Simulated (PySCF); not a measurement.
Positional isomers: butadiene methyl+boryl. All species are isolated molecules in the gas phase. One relaxed conformer stands for each flexible species; it need not be the lowest. Strings in code marks are SMILES. All members: neutral, multiplicity 1. Level: TPSSh-D3(BJ)/def2-TZVP // CAM-B3LYP-D3(BJ)/def2-TZVP (PySCF). Delta-SCF ions had no search for a lower state.  The removal energy is E(N − 1 electrons) − E(N electrons) at the parent's geometry; ε(HOMO) is measured against the vacuum level.

```csv
species,−ε(HOMO) (eV),vertical ionisation energy (Delta-SCF) (eV)
"`B/C(C=C)=C\C` (H–B–C–C torsion -180°, C–C–C–C torsion -179°)",6.15,8.51
"`BC(=C)/C=C\C` (H–B–C–C torsion -147°, C–C–C–C torsion -157°)",6.24,8.61
"`B/C=C/C=C/C` (H–B–C–C torsion 0°, C–C–C–C torsion -180°)",6.47,8.74
"`B/C=C/C=C\C` (H–B–C–C torsion 180°, C–C–C–C torsion 180°)",6.48,withheld
"`B/C=C\C(=C)C` (H–B–C–C torsion -180°, C–C–C–C torsion -180°)",6.64,8.94
"`B/C=C(/C)C=C` (H–B–C–C torsion 0°, C–C–C–C torsion 180°)",6.64,8.96
"`B/C=C(\C)C=C` (H–B–C–C torsion 0°, C–C–C–C torsion -180°)",6.68,8.99
```

Problem. Fit vertical ionisation energy (Delta-SCF) = a + b·x to the 6 complete rows by least squares, with x = −ε(HOMO) in eV. Give a, b and the rms residual, and predict the withheld value.

Solution. Means of the 6 rows: x̄ = 6.47, ȳ = 8.7917 eV. Σ(x − x̄)² = 0.2572 and Σ(x − x̄)(y − ȳ) = 0.2274, so b = 0.884 and a = ȳ − b·x̄ = 3.072 eV. The rms residual is 0.025 eV. At x = 6.48 the line gives 8.80 eV. The run for `B/C=C/C=C\C` (H–B–C–C torsion 180°, C–C–C–C torsion 180°) gave 8.76 eV, so the line is off by 0.04 eV, within twice the rms residual.

Codes: PySCF.
